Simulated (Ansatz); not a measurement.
**Molecular dynamics of C$_{2}$H$_{9}$NOSi**

The input (input.yaml):

```yaml
crystal:
  periodic: [false, false, false]
  atoms:
    - { symbol: Si, position_ang: [-0.4937, 1.0963, 0.1766] }
    - { symbol: O, position_ang: [-0.687, -0.8396, 0.8745] }
    - { symbol: C, position_ang: [0.2687, -1.8211, 0.6409] }
    - { symbol: "N", position_ang: [-1.8088, 0.528, -0.667] }
    - { symbol: H, position_ang: [-1.6239, -0.6024, 0.0333] }
    - { symbol: H, position_ang: [-0.4671, 1.8236, 1.446] }
    - { symbol: C, position_ang: [1.1973, 1.2453, -0.6742] }
    - { symbol: H, position_ang: [1.186, -1.5785, 1.1869] }
    - { symbol: H, position_ang: [-0.1053, -2.7865, 0.999] }
    - { symbol: H, position_ang: [0.5099, -1.9102, -0.4251] }
    - { symbol: H, position_ang: [-2.6212, 1.004, -1.0226] }
    - { symbol: H, position_ang: [2.02, 1.1652, 0.0346] }
    - { symbol: H, position_ang: [1.2948, 2.2048, -1.1773] }
    - { symbol: H, position_ang: [1.3303, 0.471, -1.4255] }
magnetization:
  spin_polarized: true
basis:
  gaussian: { orbitals: STO-3G }
hamiltonian:
  xc: b3lyp
  dispersion: d4
md:
  timestep: 0.5
  n_steps: 150
  ensemble: nve
  temperature: 1000.0
  initial_velocities: maxwell_boltzmann
  seed: 812946
```

Run as:

```bash
$ ansatz run input.yaml --threads 1 --pin off --max-ram 2048MiB --backend cpu --events-out ev --progress --plain --runs-dir out
```

It starts from a rough guess of a transition structure, not a stationary point.

Output, in part (step lines, the closing report, with atoms numbered from 0):

```
md step     0: t =     0.00 fs  T =  1000.0 K  F+E_penalty+E_count = -13468.76536025 eV  E_kin = 1.551120 eV  conserved = -13467.21424026 eV  (25 SCF iters)
[... lines left out ...]
Total energy: -13469.13739911 eV, -494.9816697080 hartree
Atom 0 at    -0.696519     0.666494     0.287729 Å, force     1.146634     5.576101    -1.327551 eV/Å
Atom 1 at    -0.344121    -0.617318     1.183699 Å, force     2.759276    -7.114442     0.838205 eV/Å
Atom 2 at     0.569519    -1.845940     0.693202 Å, force    -2.516190    -0.324333    -1.795659 eV/Å
Atom 3 at    -1.757559     1.222839    -1.106083 Å, force    -1.361877    -0.906518     2.716564 eV/Å
Atom 4 at    -1.240985     1.009672    -1.978718 Å, force    -0.347552    -0.556280    -0.830824 eV/Å
Atom 5 at    -0.841493     1.482327     1.568792 Å, force    -0.735373    -0.257233    -1.731594 eV/Å
Atom 6 at     0.903685     1.141034    -0.663746 Å, force     1.080292    -1.360362    -0.458591 eV/Å
Atom 7 at     1.366049    -1.668153    -0.157073 Å, force    -0.175069     0.801070     2.940202 eV/Å
Atom 8 at     0.796043    -2.492614     1.642435 Å, force     0.480951     1.749101    -1.777525 eV/Å
Atom 9 at     0.013396    -2.593588    -0.005632 Å, force    -0.640231     1.026004     1.613735 eV/Å
Atom 10 at    -2.780940     0.837524    -1.141625 Å, force     1.859523     0.345863    -0.365870 eV/Å
Atom 11 at     1.945085     1.364918    -0.233581 Å, force    -2.007422    -0.469385    -0.074247 eV/Å
Atom 12 at     0.656143     1.936333    -1.357112 Å, force     0.013057     0.714523    -0.172315 eV/Å
Atom 13 at     1.021094     0.244838    -1.338459 Å, force     0.443981     0.775891     0.425471 eV/Å
Dipole moment:    -0.092127    -0.464660    -0.308894 e Å
```

The steps, from the saved trajectory:

```json
{"time (fs)": "0.0", "T (K)": "1000", "potential energy less start (eV)": "0.000", "conserved less start (meV/atom)": "0.00"}
{"time (fs)": "2.5", "T (K)": "610", "potential energy less start (eV)": "0.613", "conserved less start (meV/atom)": "0.62"}
{"time (fs)": "5.0", "T (K)": "806", "potential energy less start (eV)": "0.308", "conserved less start (meV/atom)": "0.44"}
{"time (fs)": "7.5", "T (K)": "1265", "potential energy less start (eV)": "-0.410", "conserved less start (meV/atom)": "0.15"}
{"time (fs)": "10.0", "T (K)": "1689", "potential energy less start (eV)": "-1.070", "conserved less start (meV/atom)": "-0.05"}
{"time (fs)": "12.5", "T (K)": "1494", "potential energy less start (eV)": "-0.761", "conserved less start (meV/atom)": "0.32"}
{"time (fs)": "15.0", "T (K)": "1208", "potential energy less start (eV)": "-0.314", "conserved less start (meV/atom)": "0.58"}
{"time (fs)": "17.5", "T (K)": "1592", "potential energy less start (eV)": "-0.920", "conserved less start (meV/atom)": "-0.13"}
{"time (fs)": "20.0", "T (K)": "1548", "potential energy less start (eV)": "-0.849", "conserved less start (meV/atom)": "0.08"}
{"time (fs)": "22.5", "T (K)": "1296", "potential energy less start (eV)": "-0.455", "conserved less start (meV/atom)": "0.37"}
{"time (fs)": "25.0", "T (K)": "1230", "potential energy less start (eV)": "-0.351", "conserved less start (meV/atom)": "0.49"}
{"time (fs)": "27.5", "T (K)": "1604", "potential energy less start (eV)": "-0.939", "conserved less start (meV/atom)": "-0.14"}
{"time (fs)": "30.0", "T (K)": "1645", "potential energy less start (eV)": "-0.999", "conserved less start (meV/atom)": "0.14"}
{"time (fs)": "32.5", "T (K)": "1722", "potential energy less start (eV)": "-1.117", "conserved less start (meV/atom)": "0.20"}
{"time (fs)": "35.0", "T (K)": "1694", "potential energy less start (eV)": "-1.070", "conserved less start (meV/atom)": "0.48"}
{"time (fs)": "37.5", "T (K)": "2050", "potential energy less start (eV)": "-1.632", "conserved less start (meV/atom)": "-0.21"}
{"time (fs)": "40.0", "T (K)": "1770", "potential energy less start (eV)": "-1.193", "conserved less start (meV/atom)": "0.11"}
{"time (fs)": "42.5", "T (K)": "1447", "potential energy less start (eV)": "-0.689", "conserved less start (meV/atom)": "0.30"}
{"time (fs)": "45.0", "T (K)": "1371", "potential energy less start (eV)": "-0.571", "conserved less start (meV/atom)": "0.38"}
{"time (fs)": "47.5", "T (K)": "1471", "potential energy less start (eV)": "-0.729", "conserved less start (meV/atom)": "0.14"}
{"time (fs)": "50.0", "T (K)": "1581", "potential energy less start (eV)": "-0.902", "conserved less start (meV/atom)": "-0.09"}
{"time (fs)": "52.5", "T (K)": "1450", "potential energy less start (eV)": "-0.695", "conserved less start (meV/atom)": "0.24"}
{"time (fs)": "55.0", "T (K)": "1331", "potential energy less start (eV)": "-0.508", "conserved less start (meV/atom)": "0.34"}
{"time (fs)": "57.5", "T (K)": "1383", "potential energy less start (eV)": "-0.588", "conserved less start (meV/atom)": "0.42"}
{"time (fs)": "60.0", "T (K)": "1595", "potential energy less start (eV)": "-0.922", "conserved less start (meV/atom)": "0.06"}
{"time (fs)": "62.5", "T (K)": "1541", "potential energy less start (eV)": "-0.835", "conserved less start (meV/atom)": "0.29"}
{"time (fs)": "65.0", "T (K)": "1574", "potential energy less start (eV)": "-0.887", "conserved less start (meV/atom)": "0.16"}
{"time (fs)": "67.5", "T (K)": "1514", "potential energy less start (eV)": "-0.795", "conserved less start (meV/atom)": "0.16"}
{"time (fs)": "70.0", "T (K)": "1419", "potential energy less start (eV)": "-0.646", "conserved less start (meV/atom)": "0.26"}
{"time (fs)": "72.5", "T (K)": "1365", "potential energy less start (eV)": "-0.563", "conserved less start (meV/atom)": "0.24"}
{"time (fs)": "75.0", "T (K)": "1243", "potential energy less start (eV)": "-0.372", "conserved less start (meV/atom)": "0.39"}
```

All steps were run. The conserved energy stayed within 0.72 meV per atom of its start (net change 0.39 meV per atom), so the integration is sound. The system heated up, since it started high on the potential surface and ran downhill. A run of 0.075 ps of so small a system gives no equilibrium averages. The orbitals stay closed-shell, which can raise the energy where a bond breaks towards radicals; this wasn't checked here. Limits of this set-up: minimal basis.

The step under study would form O2–H5 and break Si1–O2, N4–H5. These pairs go: O2–H5 1.28 → 3.67 Å, Si1–O2 2.07 → 1.60 Å, N4–H5 1.34 → 1.04 Å. In the last frame they stand as before the step (other bonds may differ from the relaxed reactants and products). It ends as one piece, C2H9NOSi. Pairs count as bonded within 1.25 times the sum of covalent radii (0.12 Å more for H–H).

Last frame:

```xyz
14
Properties=species:S:1:pos:R:3
Si -0.697 0.666 0.288
O -0.344 -0.617 1.184
C 0.570 -1.846 0.693
N -1.758 1.223 -1.106
H -1.241 1.010 -1.979
H -0.842 1.482 1.569
C 0.904 1.141 -0.664
H 1.366 -1.668 -0.157
H 0.796 -2.493 1.642
H 0.013 -2.594 -0.006
H -2.781 0.838 -1.142
H 1.945 1.365 -0.234
H 0.656 1.936 -1.357
H 1.021 0.245 -1.339
```

Time of the run: 11 min on 1 thread of Arm Neoverse V1 (shared host), peak memory 0.14 GiB.
